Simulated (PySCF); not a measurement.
BiSb⁺: frontier orbitals

PBE0 at R = 2.686 Å; Bi cc-pVDZ-PP with ECP60, Sb cc-pVDZ-PP with ECP28; scalar-relativistic core potentials (PySCF 2.14). State: ⁴Π (quartet), unpaired electrons π ↑↑↑, a second solution, started from another occupation. Only the outer orbitals are listed, counted within each symmetry, core potentials removing the inner ones.

```tsv
spin	orbital	occ.	ε (eV)	on Bi (%)	main shells (%)
α	7σ	1	-23.63	71	69 Bi s, 24 Sb s
α	8σ	1	-20.00	31	69 Sb s, 28 Bi s
α	5π	1	-12.99	47	52 Sb p, 46 Bi p
α	9σ	1	-12.94	47	47 Sb p, 43 Bi p
α	5π	1	-12.72	47	52 Sb p, 45 Bi p
α	6π	1	-10.70	53	53 Bi p, 47 Sb p
α	6π	0	-9.20	53	53 Bi p, 46 Sb p
α	10σ	0	-5.84	51	52 Bi p, 49 Sb p
α	11σ	0	-0.36	46	31 Sb s, 23 Bi s, 14 Sb d
β	7σ	1	-22.21	74	71 Bi s, 22 Sb s
β	8σ	1	-18.58	29	71 Sb s, 24 Bi s
β	9σ	1	-12.30	46	48 Sb p, 43 Bi p
β	5π	0	-9.90	52	51 Bi p, 47 Sb p
β	5π	0	-9.37	51	50 Bi p, 48 Sb p
β	6π	0	-7.75	48	52 Sb p, 48 Bi p
```

Which are the highest filled and the lowest empty level, where do they sit, and how wide is the gap?

Highest filled α 6π at -10.70 eV (in %: 53 Bi p, 47 Sb p); lowest empty β 5π at -9.90 eV (in %: 51 Bi p, 47 Sb p); the gap at PBE0 is 0.80 eV.

The bond order (Mayer) is 1.49, the ⟨S²⟩ is 3.755 and the charge on Bi (Mulliken, basis-dependent) is 0.56. The charge on Bi (Löwdin, basis-dependent) is 0.56 and the dipole moment (positive dipole points towards Sb; it is taken about the centre of mass and depends on that origin) is 0.88 D.

These are scalar-relativistic numbers at best; spin–orbit coupling would shift them, the dissociation energy most.
